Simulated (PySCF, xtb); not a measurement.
GeH2FBr, SMILES [Br][GeH2][F].

Harmonic wavenumbers (cm⁻¹) from GFN2-xTB run with xtb at its own minimum, in rising order: 144, 306, 450, 482, 556, 655, 739, 1918, 1973.

Task: What does TPSSh-D3(BJ)/def2-SVP run with PySCF give at its own minimum? (An estimate is asked for; the answer gives what the named calculation found.)

Result: 168, 317, 523, 652, 717, 801, 850, 2192, 2210. Paired by order, the mean absolute difference is 134 cm⁻¹ and the zero-point energies are 10.3 and 12.1 kcal/mol.
